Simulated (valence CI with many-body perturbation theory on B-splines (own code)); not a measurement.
As¹⁹⁺: electric-dipole lines

Calculated by configuration interaction combined with many-body perturbation theory (CI+MBPT): four valence electrons over a frozen Dirac-Fock core [Ne], a basis of 11 s, 11 p, 9 d, 7 f, 5 g, 2 h, 1 i functions for each j, with the one-electron correlation potential Σ1, the two-electron term Σ2, the three-electron term Σ3, Breit, model QED; selected CI, second order for the rest (own B-spline code, finite nucleus).

No measured levels were compared; by estimate levels of excited configurations hold to 0.05 to 0.15 % of their energy, terms of the ground configuration to about 0.5 %.

Lines 201 to 216 of 216 in falling wavelength, among levels below 158.46 eV, chosen from the strongest by gf and those to the six lowest levels. Wavelengths and rates use the calculated energies, so an error of 300 cm⁻¹ moves a line at 122.5 Å by 0.037 % and its rate by three times that or more. Electric multipoles are in the length gauge, E1 and E2 with the static RPA response of the core. Weak lines are less certain than strong ones. Lines between different terms over intervals too small for the method are left out, as are lines whose strength nearly cancels. Where a level lies close to another of its J and parity, the split of strength between their lines is uncertain. The highest levels of a list are the least certain.

Names give the largest LS component (configuration and term), which can be under half, so a name can repeat, a term be missing and a line seem to break the LS rules; names also repeat where a configuration has a term twice. Letters in brackets count levels of one name in rising energy.

| λ vac (Å) | Upper | Lower | A (s⁻¹) | S (a.u.) |
| --- | --- | --- | --- | --- |
| 122.5 | 3s 3p2 3d 3D_3 [a] | 3s 3p3 5S°_2 | 3.85e+09 | 2.44e-02 |
| 122.5 | 3s 3p2 3d 3D_1 [a] | 3s 3p3 5S°_2 | 3.63e+08 | 9.89e-04 |
| 120.7 | 3s2 3p 3d 1P°_1 | 3s2 3p2 3P_2 | 1.48e+07 | 3.84e-05 |
| 120.2 | 3s 3p2 3d 1F_3 | 3s 3p3 5S°_2 | 3.77e+08 | 2.26e-03 |
| 119.7 | 3s 3p2 3d 3D_2 [b] | 3s 3p3 5S°_2 | 5.56e+07 | 2.35e-04 |
| 117.7 | 3s2 3p 3d 1P°_1 | 3s2 3p2 3P_1 | 7.59e+08 | 1.83e-03 |
| 117.3 | 3s 3p2 3d 3F_3 [b] | 3s 3p3 5S°_2 | 1.77e+08 | 9.89e-04 |
| 117.0 | 3s 3p2 3d 3D_1 [b] | 3s 3p3 5S°_2 | 2.70e+07 | 6.40e-05 |
| 116.7 | 3s 3p2 3d 1P_1 | 3s 3p3 5S°_2 | 2.58e+06 | 6.06e-06 |
| 115.9 | 3s 3p2 3d 3D_2 [c] | 3s 3p3 5S°_2 | 8.57e+07 | 3.29e-04 |
| 114.7 | 3s 3p2 3d 3P_1 [b] | 3s 3p3 5S°_2 | 1.10e+08 | 2.46e-04 |
| 113.0 | 3s 3p2 3d 3P_2 [b] | 3s 3p3 5S°_2 | 4.61e+08 | 1.64e-03 |
| 112.3 | 3s2 3p 3d 1P°_1 | 3s2 3p2 3P_0 | 1.15e+09 | 2.40e-03 |
| 112.2 | 3s 3p2 3d 3D_3 [b] | 3s 3p3 5S°_2 | 2.27e+08 | 1.11e-03 |
| 111.6 | 3s 3p2 3d 3D_2 [d] | 3s 3p3 5S°_2 | 2.13e+07 | 7.31e-05 |
| 111.5 | 3s 3p2 3d 3D_1 [c] | 3s 3p3 5S°_2 | 1.13e+08 | 2.33e-04 |
